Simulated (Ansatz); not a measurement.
`F[SiH2][GeH3]` + `C[SiH2]O` → `C[SiH2]O[SiH2]F` + GeH₄ at 500 K and 1 bar (cleavage of the Si–Ge bond).

Gas-phase electronic energies from Ansatz, PBE0-D4/def2-TZVP geometries. CCSD(T)/CBS is the MP2 limit (def2-TZVPP, def2-QZVPP) plus CCSD(T) − MP2 in def2-TZVPP, frozen cores. This one scheme is used for every species. For Ge outer-core shells are correlated without core-valence functions, which leaves a few kJ/mol of doubt a bond. Scalar relativity is left out up to krypton. Each species was taken in one conformer, which may not be the lowest.

| species | CCSD(T)/CBS energy (Eh) | H − E (kJ/mol) | S (J/(mol·K)) |
| --- | --- | --- | --- |
| `F[SiH2][GeH3]` | -2468.03899 | 151.9 | 378.3 |
| `C[SiH2]O` | -405.96945 | 214.0 | 347.9 |
| `C[SiH2]O[SiH2]F` | -795.56184 | 261.3 | 461.1 |
| GeH₄ | -2078.49493 | 99.4 | 244.6 |

H − E and S are ideal-gas, rigid-rotor, harmonic terms from PBE0-D4/def2-TZVP, for one conformer and one mirror image of each species. 1 Eh = 2625.50 kJ/mol, R = 8.31446 J/(mol·K).

Problem. By hand: ΔE, ΔH, ΔS and ΔG.

Solution. ΔE = (-795.56184) + (-2078.49493) − (-2468.03899) − (-405.96945) = -0.04833 Eh = -126.9 kJ/mol. Δ(H − E) = 261.3 + 99.4 − 151.9 − 214.0 = -5.2, so ΔH = -132.1 kJ/mol. ΔS = 461.1 + 244.6 − 378.3 − 347.9 = -20.5 J/(mol·K). ΔG = -132.1 − 500 × (-20.5)/1000 = -121.8 kJ/mol.

Problem. By hand: the equilibrium constant, and the temperature at which ΔG would vanish if ΔH and ΔS stayed fixed.

Solution. log₁₀ K = −ΔG/(RT ln 10) = 12.7. ΔG = 0 at ΔH/ΔS = 6444 K, far beyond where these terms or the molecules hold.

ΔH outweighs TΔS. A doubt of 5 kJ/mol in ΔE shifts log₁₀ K by 0.5 here. Other conformers and mirror images would add mixing entropy, several J/(mol·K) or more a flexible species. Modes under 60 cm⁻¹, often nearly free rotors, make the harmonic entropy too high. These are equilibria of isolated gas molecules and say nothing of rates. Largest T1 diagnostic: 0.012 (customary marks: 0.02 for closed shells, 0.045 for open ones).
